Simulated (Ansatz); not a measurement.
BrClH2S2Si, SMILES `S[Si](S)(Cl)Br`. Total charge 0; spin multiplicity 1.

```json
{"atom": "S1", "x (Å)": "-2.014", "y (Å)": "0.043", "z (Å)": "-0.352"}
{"atom": "Si2", "x (Å)": "0.068", "y (Å)": "-0.089", "z (Å)": "-0.025"}
{"atom": "S3", "x (Å)": "0.500", "y (Å)": "1.536", "z (Å)": "1.254"}
{"atom": "Cl4", "x (Å)": "0.524", "y (Å)": "-1.910", "z (Å)": "0.788"}
{"atom": "Br5", "x (Å)": "1.272", "y (Å)": "0.068", "z (Å)": "-1.876"}
{"atom": "H6", "x (Å)": "-2.132", "y (Å)": "-1.265", "z (Å)": "-0.644"}
{"atom": "H7", "x (Å)": "1.782", "y (Å)": "1.617", "z (Å)": "0.855"}
```

Q: What are the harmonic wavenumbers in cm⁻¹ at PBE0-D4/def2-TZVP (Ansatz, finite differences of forces, unscaled)? (Estimate.)

A: Computed: 108, 120, 168, 175, 184, 193, 215, 347, 511, 577, 580, 731, 801, 2708, 2710.

Q: Is this a minimum?

A: Yes, all 15 modes are real.

Q: Give the ideal-gas thermochemistry at 298.15 K and 1 bar (rigid rotor, harmonic oscillator; point group C1, symmetry number 1).

A: Zero-point energy 60.6 kJ/mol; H(298) − E = 84.8 kJ/mol; entropy 389.8 J/(mol·K), of which translation 175.5, rotation 126.4, vibration 87.8; G(298) − E = -31.5 kJ/mol.

Q: And at 400, 500, 600, 800 and 1000 K?

A: 
```
T (K)  H − E (kJ/mol)  S (J/mol/K)  G − E (kJ/mol)
  400            97.0        425.0           -73.0
  500           109.7        453.4          -117.0
  600           122.9        477.4          -163.5
  800           150.2        516.7          -263.1
 1000           178.5        548.2          -369.7
```
